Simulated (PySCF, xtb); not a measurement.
AlBrClH2N, SMILES [NH2][Al]([Cl])[Br]. The values are those of a single conformer.

Harmonic wavenumbers (cm⁻¹) from GFN2-xTB in xtb at its own minimum, in rising order: 107, 130, 215, 288, 368, 437, 501, 623, 826, 1468, 3428, 3450.

Question: What does PySCF with PBE0-D3(BJ)/def2-SVP give at its own minimum? (The exact figures need the calculation; the answer reports its results.)

Answer: 128, 161, 210, 361, 363, 417, 553, 691, 877, 1518, 3622, 3719. Paired by order, the mean absolute difference is 70 cm⁻¹ and the zero-point energies are 16.9 and 18.0 kcal/mol.
